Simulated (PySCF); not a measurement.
Order these species by their calculated properties.

Species are written as SMILES; each is one conformer at its optimised geometry, gas phase, non-relativistic unless stated; the electronic structure was computed with PySCF and density fitting.

The conformers computed, where there is a choice (atom-mapped SMILES and torsion angles):
- `[CH2:1]=[CH:2][C@@H:3]1[CH2:4][P@@:5]1([CH2:6][OH:7])=[N:8][SiH3:9]`: C1–C2–C3–C4 15°, C4–P5–C6–O7 123°, H–O7–C6–P5 35°
- `[CH3:1][O:2][C@@:3]1([CH3:4])[CH2:5][C@@:6]1([F:7])[C:8](=[O:9])[Cl:10]`: C1–O2–C3–C4 62°, C5–C6–C8–O9 21°
- `[CH3:1][CH:2]([CH3:3])[S:4](=[O:5])(=[O:6])[Cl:7]`: C1–C2–S4–O5 175°
- `[CH3:1][Si:2]([CH3:3])([CH3:4])[O:5][c:6]1[cH:7][cH:8][cH:9][o:10]1`: C1–Si2–O5–C6 61°, Si2–O5–C6–C7 180°
- `[F:1][C:2]([F:3])([F:4])[CH2:5][C:6]([F:7])([F:8])[F:9]`: F1–C2–C5–C6 180°, C2–C5–C6–F7 61°
- `[N:1]#[C:2][CH2:3][CH2:4][Si@H:5]([NH2:6])[O:7][SiH3:8]`: C2–C3–C4–Si5 -59°, C3–C4–Si5–N6 78°, C4–Si5–O7–Si8 157°, H–N6–Si5–C4 -70°, H–N6–Si5–C4 67°
- `[F:1][CH2:2][C:3]([F:4])([F:5])[C:6]([F:7])([F:8])[F:9]`: F1–C2–C3–F4 167°, C2–C3–C6–F7 -74°
- `[CH2:1]=[C:2]1[CH:3]=[CH:4]/[C:5]1=[C:6]([F:7])/[CH:8]=[CH:9]/[F:10]`: C5–C6–C8–C9 180°
- `[CH2:1]=[N:2][SiH2:3][Si@H:4]([N:5]=[CH2:6])[O:7][CH3:8]`: C1–N2–Si3–Si4 -116°, N2–Si3–Si4–N5 -118°, Si3–Si4–N5–C6 100°, Si3–Si4–O7–C8 166°
- `[CH2:1]=[CH:2][SiH2:3][CH2:4][SiH2:5][NH:6][CH3:7]`: C1–C2–Si3–C4 111°, C2–Si3–C4–Si5 -59°, Si3–C4–Si5–N6 -174°, C4–Si5–N6–C7 -179°
- `[CH3:1][Si@H:2]([CH2:3][SiH3:4])[Si@@H:5]([CH3:6])[NH2:7]`: C1–Si2–C3–Si4 -67°, C1–Si2–Si5–C6 -73°, H–N7–Si5–Si2 54°, H–N7–Si5–Si2 -167°

The conformers of `C[Si@@H]1NC[SiH2]N1C=O` aren't listed.

(1) Rank by smallest rotational constant, highest first (GFN2-xTB).
A. `o1c(ccc1)O[Si](C)(C)C`
B. `C(CC[Si@@H](O[SiH3])N)#N`
C. `CO[C@@]1(C)C[C@@]1(F)C(=O)Cl`
D. `C=C[C@@H]1C[P@@]1(CO)=N[SiH3]`
E. `ClS(=O)(=O)C(C)C`
F. `FC(F)(F)CC(F)(F)F`

(2) Rank by HOMO energy, lowest first (PBE0/pcSseg-1 at GFN2-xTB geometries).
A. `FCC(F)(F)C(F)(F)F`
B. `N#CCC[Si@H](N)O[SiH3]`
C. `FC(F)(F)CC(F)(F)F`
D. `CO[C@@]1(C)C[C@@]1(F)C(=O)Cl`
E. `C=C1C=C/C1=C(F)/C=C/F`
F. `C[Si@@H]1NC[SiH2]N1C=O`
G. `CC(C)S(=O)(=O)Cl`
H. `C=N[SiH2][Si@H](N=C)OC`

(3) Rank by dipole moment, lowest first (PBE0/pcSseg-1 at GFN2-xTB geometries).
A. `S(Cl)(=O)(=O)C(C)C`
B. `FC(C(F)(F)F)(CF)F`
C. `N(C)[SiH2]C[SiH2]C=C`
D. `C=C1C=C/C1=C(F)/C=C/F`
E. `C[Si@H](C[SiH3])[Si@@H](C)N`
F. `CO[C@@]1(C)C[C@@]1(F)C(=O)Cl`
G. `C[Si](C)(C)Oc1ccco1`

(4) Rank by HOMO–LUMO gap, lowest first (PBE0/pcSseg-1 at GFN2-xTB geometries).
A. `C=N[SiH2][Si@H](N=C)OC`
B. `FCC(F)(F)C(F)(F)F`
C. `C=C[C@@H]1C[P@@]1(CO)=N[SiH3]`
D. `CO[C@@]1(C)C[C@@]1(F)C(=O)Cl`
E. `C[Si](C)(C)Oc1ccco1`
F. `C=C[SiH2]C[SiH2]NC`

Results:

(1) E (1.582 GHz), F (1.050 GHz), B (0.880 GHz), C (0.782 GHz), A (0.658 GHz), D (0.599 GHz).

(2) C (-11.26 eV), A (-10.20 eV), G (-8.98 eV), D (-7.69 eV), B (-7.38 eV), F (-6.95 eV), H (-6.84 eV), E (-6.35 eV).

(3) E (0.51 D), G (1.02 D), C (1.41 D), D (1.57 D), B (2.08 D), F (3.28 D), A (4.54 D).

(4) A (5.75 eV), C (6.06 eV), F (6.29 eV), D (6.45 eV), E (6.61 eV), B (11.18 eV).
